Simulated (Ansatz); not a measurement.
Basis-set extrapolation for C₂H₇AlSi₂, SMILES `C#C[SiH2][AlH][SiH3]` (PBE0-D4/def2-TZVP geometry, frozen core, Ansatz). Multiplicity 1, RHF reference.

|  | def2-TZVPP | def2-QZVPP |
| --- | --- | --- |
| HF | -899.569124 | -899.596898 |
| MP2 correlation | -0.640285 | -0.683238 |
| CCSD(T) correlation | -0.734262 | not run |

Energies in hartree. Use E(X) = E(∞) + A·exp(−7.88·√X) for Hartree–Fock and E(X) = E(∞) + B·X^(−2.97) for correlation, with X = 3 and 4, and add CCSD(T) minus MP2 of the smaller set to the MP2 limit.

Q: What is the CCSD(T) energy at the basis-set limit?

A: HF limit: -899.596898 + (-0.027774) × 0.13774 = -899.60072. MP2 limit: -0.683238 + (-0.042953) × 0.74074 = -0.71506. Higher-order term: -0.734262 − (-0.640285) = -0.09398. Total: -900.40976 hartree, 279.3 kJ/mol below CCSD(T)/def2-TZVPP.
